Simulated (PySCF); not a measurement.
CH₄BeO₂, SMILES C[O][Be][OH]. Heavy atoms are numbered as in [Be:1]([OH:2])[O:4][CH3:5]. Hydrogens are named by the atom that carries them.

The structure is a stationary point at PBE0-D3(BJ)/def2-SVP. The values are those of a single conformer.

Calculation: KT2/pcSseg-2 in PySCF.

GIAO shieldings, no solvent; atoms alike by connectivity are averaged. δ = σ(ref) − σ: ¹⁷O against H2O (σ = 324.0 ppm); ¹H against TMS (σ = 31.47 ppm); ¹³C against TMS (σ = 184.2 ppm), references at their B3LYP-D3(BJ)/def2-TZVP geometries, non-relativistic.

```json
[
 {"nucleus": "¹⁷O", "atoms": "O2 (OH)", "count": "1", "δ (ppm)": "-3.9"},
 {"nucleus": "¹⁷O", "atoms": "O4", "count": "1", "δ (ppm)": "-9.8"},
 {"nucleus": "¹H", "atoms": "H on C5", "count": "3", "δ (ppm)": "4.35"},
 {"nucleus": "¹H", "atoms": "H on O2", "count": "1", "δ (ppm)": "0.89"},
 {"nucleus": "¹³C", "atoms": "C5 (CH3)", "count": "1", "δ (ppm)": "57.5"}
]
```
